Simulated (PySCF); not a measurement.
CsPb⁺ at r²SCAN

Computed with r²SCAN; basis Cs def2-SVP with ECP46, Pb def2-SVP with ECP60; scalar-relativistic core potentials; PySCF 2.14.

```
state                                                                                                              : ³Π (triplet), unpaired electrons σ ↑, π ↑
bond length                                                                                                        : 4.343 Å
harmonic wavenumber                                                                                                : 34.6 cm⁻¹
force constant                                                                                                     : 0.0573 mdyn/Å
rotational constant Be                                                                                             : 0.01102 cm⁻¹
anharmonicity ωexe                                                                                                 : 0.186 cm⁻¹
vibration–rotation constant αe                                                                                     : 6.55e-05 cm⁻¹
bond order (Mayer)                                                                                                 : 0.19
dipole moment (positive dipole points towards Pb; it is taken about the centre of mass and depends on that origin) : -10.33 D
```

These are scalar-relativistic numbers at best; spin–orbit coupling would shift them, the dissociation energy most. The state was picked by a PBE0 search and need not be the measured ground state.
